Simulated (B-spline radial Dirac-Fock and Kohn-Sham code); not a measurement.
## Core and valence levels of Sn⁴⁴⁺

System: Sn⁴⁴⁺ in the configuration [He] 2s2 2p2; nuclear rms radius 4.6519 fm (A = 120).

These are calculated numbers from a radial B-spline solver; the model is Dirac-Fock ΔSCF + Breit + QED. The model has no electron correlation. Energies are counted from the vacuum level.

All terms are in eV, carry their sign (relaxation lowers the binding energy) and add up to the binding energy; ⟨r⟩ is the mean radius of the orbital in the initial state.

```
subshell  −ε (Koopmans)  relaxation   Breit  self-energy  vacuum polarisation  binding energy  ⟨r⟩ (bohr)
      1s        33154.8      -10.23  -54.85       -37.58                 4.95         33057.1       0.029
      2s         7709.0       -0.95   -5.66        -5.13                 0.62          7697.9       0.119
      2p         7394.1       -1.23   -6.33        -0.09                -0.02          7386.4       0.105
```

For the deepest level, K (1s), the Breit terms make up -0.166 % of the binding energy, QED -0.099 % and orbital relaxation -0.031 %.

Going to the tabulated ground configuration of the next ion removes an electron from L2,3 (2p), computed at 7386.4 eV. NIST lists 7531 ± 8 eV as the ionisation energy of this species (semi-empirical), +144.56 eV from the computed value. Where a p, d or f shell is open in either ion the computed value averages over both j values and all terms, while the table refers to the lowest levels; that difference holds spin-orbit splitting (largest in heavy or highly charged ions), term energies where several electrons share open shells, and correlation, and it can reach 10 % or more.
